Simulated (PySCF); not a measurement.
An unknown is described by computed data only.

Formula: C5H3NS.

| Item | Value |
| --- | --- |
| UV, first state | lowest singlet excitation: 5.62 eV (221 nm, f = 0.071) [TDDFT CAM-B3LYP/def2-SVPD] |
| Dipole | 4.29 D [CAM-B3LYP/def2-SVPD] |
| UV, strongest line | among the 8 lowest singlet transitions: S5 at 6.82 eV (182 nm, f = 0.340) [TDDFT CAM-B3LYP/def2-SVPD] |
| NMR, other nuclei | isotropic shieldings of nuclei other than C and H, by class: -49 (1 N), 262 (1 S) ppm [GIAO PBE0/pcSseg-1] |
| 1H NMR | chemical shifts (computed TMS as zero) by class: 7.78 (1 H), 7.47 (1 H), 7.27 (1 H) ppm [GIAO PBE0/pcSseg-1] |
| 13C NMR | chemical shifts (computed TMS as zero) by class: 145.5 (1 C), 135.6 (1 C), 135.3 (1 C), 119.7 (1 C), 116.5 (1 C) ppm [GIAO PBE0/pcSseg-1] |
| Polarisability | 77.6 au [CAM-B3LYP/def2-SVPD] |
| Triplet | lowest triplet excitation (Tamm–Dancoff): 3.65 eV [TDA CAM-B3LYP/def2-SVPD] |
| Rotational structure | rotational constants A, B, C: 7.195, 1.507, 1.246 GHz [GFN2-xTB] |

Gas-phase values; electronic properties from PySCF, density fitting. Levels stand in brackets. Isolated species at its GFN2-xTB geometry, gas phase. Each NMR value is the plain mean over a class of atoms that symmetry, rotation or inversion makes alike.

**Question.** Give a SMILES that accounts for the data.

**Answer.** Numbering: `[N:1]#[C:2][c:3]1[cH:4][cH:5][s:6][cH:7]1`. Its formula, C5H3NS, gives 5 degrees of unsaturation: 1 ring and 4 π bonds in the structure found (Kekulé form). 5 carbons fall into 5 classes; from least to most shielded: aromatic CH next to a ring sulfur [C7] (145.5 ppm), aromatic CH carbon [C4] (135.6 ppm), aromatic CH next to a ring sulfur [C5] (135.3 ppm), nitrile carbon [C2] (119.7 ppm), substituted aromatic carbon [C3] (116.5 ppm). Hydrogen classes from least to most shielded: 1 H on an aromatic CH next to a ring sulfur, C7 (7.78 ppm), 1 H on an aromatic CH carbon, C4 (7.47 ppm), 1 H on an aromatic CH next to a ring sulfur, C5 (7.27 ppm). The other shieldings belong to: -49 ppm, nitrile nitrogen [N1]; 262 ppm, thiophene-type sulfur [S6]. S1 is mainly HOMO→LUMO (weight 0.83); the largest Löwdin shares of the orbital it empties are 0.22 on an aromatic CH next to a ring sulfur, 0.19 on an aromatic CH next to a ring sulfur, 0.19 on the substituted aromatic carbon and 0.12 on the nitrile nitrogen, of the orbital it fills 0.27 on an aromatic CH next to a ring sulfur, 0.22 on the thiophene-type sulfur, 0.15 on the substituted aromatic carbon and 0.11 on an aromatic CH next to a ring sulfur. The optimised geometry has point group Cs and is an asymmetric top. Structure: `N#Cc1ccsc1` (3-cyanothiophene). Computed isomers that give other values at the same levels: `N#Cc1cccs1` (13C chemical shifts (computed TMS as zero) by class: 143.7 (1 C), 141.6 (1 C), 131.8 (1 C), 120.7 (1 C), 119.1 (1 C) ppm); `C#Cc1cnsc1` (13C chemical shifts (computed TMS as zero) by class: 164.2 (1 C), 163.5 (1 C), 122.9 (1 C), 90.6 (1 C), 79.9 (1 C) ppm). The assignments are read from this structure; whether some other isomer fits the data as well wasn't checked.
